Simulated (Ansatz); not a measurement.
La₂O₂, relaxed as a quintet with UKS PBE0-D4/def2-TZVP in Ansatz, starting from the PBE0-D4/def2-TZVP geometry of the neutral singlet. Force threshold 0.02 eV/Å.

In the def2 sets La takes a core potential; there is no spin–orbit coupling. The relaxation made no stability test and no search for a lower SCF solution. At PBE0-D4/def2-TZVP a triplet of charge 0 lies 4.24 eV below the quintet, each at its own geometry. The structure comes from a short search, and lower isomers may exist.

Start:

```xyz
4

La   -0.1602   -1.2668    1.0273
La    0.1609    1.2672   -1.0267
O    -0.9641    0.6955    0.7074
O     0.9633   -0.6959   -0.7079
```

```
         step  energy (eV)  largest force component (eV/Å)  SCF passes
            1   -5808.5040                           4.556         117
            2   -5809.4214                           1.206         112
            3   -5809.7191                           0.663          44
            4   -5809.7394                           0.226          29
            5   -5809.7418                           0.009          30
            6   -5809.7419                           0.001          23
            7   -5809.7419                           0.001          23
            8   -5809.7419                           0.023          44
            9   -5809.7425                           0.067          49
           10   -5809.7467                           0.185          53
           11   -5809.7595                           0.535          47
12 (rejected)   -5809.7569                           0.986          46
           13   -5809.7964                           0.274          41
           14   -5809.8122                           0.071          39
           15   -5809.8127                           0.012          34
```

Force components are those of the run's own axes.

End:

```xyz
4

La    0.060   -1.261    1.319
La    0.411    1.516   -0.933
O    -1.043    0.457    0.402
O     0.572   -0.713   -0.789
```

By distances, no bond broke or formed. The bond that changes most is La2–O3, from 2.14 to 2.24 Å (atoms count from 1).

The force fell under the threshold at step 5, but the optimiser went on and released 0.071 eV more. No frequencies were taken in this run, so the end may be a saddle point.

It took 22 s on 4 threads of AMD EPYC 9B45 on a shared host.
